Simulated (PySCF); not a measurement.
B2HO2, SMILES O=BB=[OH+], charge +1. Atoms are numbered in the order given.

```xyz
5

O      0.0000     0.0000    -2.1414
B      0.0000     0.0000    -0.9357
B      0.0000     0.0000     0.7004
O      0.0000     0.0000     1.9257
H      0.0000     0.0000     2.9024
```
Charge +1, spin multiplicity 1.

The structure is a stationary point at PBE-D3(BJ)/def2-TZVP. The isomer is the one that the SMILES or the coordinates give; other isomers of the formula were not compared. The values are those of a single conformer.

All values below come from PBE0/pcJ-1 in PySCF.

Isotropic couplings with Fermi-contact, spin-dipole and both spin-orbit terms, one fixed conformer, no vibrational averaging. Isotopes: 11B, 1H.

Computed spin–spin coupling constants:
```json
[
 {"pair": "B2–B3", "bonds apart": "1", "J (Hz)": "260.7"},
 {"pair": "B3–H5", "bonds apart": "2", "J (Hz)": "50.0"},
 {"pair": "B2–H5", "bonds apart": "3", "J (Hz)": "3.3"}
]
```
